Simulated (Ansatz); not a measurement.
The cluster Be₂Cl₅⁻, relaxed as a singlet with RKS PBE-D4/def2-SVPD in Ansatz, starting from the GFN1-xTB geometry. Force threshold 0.02 eV/Å.

The structure comes from a short search, and lower isomers may exist.

Start:

| atom | x (Å) | y (Å) | z (Å) |
| --- | --- | --- | --- |
| Be1 | 1.4198 | 1.1683 | 0.6612 |
| Be2 | -1.4177 | -1.1723 | -0.6550 |
| Cl3 | -3.2150 | -0.4802 | -0.6551 |
| Cl4 | -0.9300 | -2.9277 | -1.2833 |
| Cl5 | 1.3637 | 1.6942 | 2.5126 |
| Cl6 | 0.0059 | -0.0110 | 0.0091 |
| Cl7 | 2.7733 | 1.7287 | -0.5895 |

```
step  energy (eV)  largest force component (eV/Å)  SCF passes
   1  -63381.8868                           0.935          14
   2  -63381.9607                           0.593          17
   3  -63382.0162                           0.066          16
   4  -63382.0233                           0.089          16
   5  -63382.0418                           0.189          23
   6  -63382.0860                           0.255          23
   7  -63382.1449                           0.238          24
   8  -63382.2131                           0.197          18
   9  -63382.2642                           0.140          17
  10  -63382.3037                           0.106          17
  11  -63382.3342                           0.064          17
  12  -63382.3532                           0.080          17
  13  -63382.3744                           0.137          18
  14  -63382.3973                           0.173          17
  15  -63382.4504                           0.172          24
  16  -63382.5067                           0.160          24
  17  -63382.5218                           0.078          17
  18  -63382.5240                           0.016          18
  19  -63382.5243                           0.011          18
  20  -63382.5244                           0.016          18
```

Force components are those of the run's own axes.

End:

Cartesian coordinates in Å:
```
Be 0.643 1.036 0.400
Be -0.757 -1.225 -0.472
Cl -1.426 0.638 -0.451
Cl -1.714 -2.767 -1.067
Cl 0.463 1.521 2.283
Cl 1.087 -1.189 0.246
Cl 1.704 1.986 -0.939
```

Bonds formed: Be1–Cl3 (atoms count from 1). The end is the same structure that another start reached, the lowest one found.

The force fell under the threshold at step 18, but the optimiser went on. No frequencies were taken in this run, so the end may be a saddle point.

Hardware: 4 threads of Arm Neoverse V2 on a shared host. Wall time 28 s.
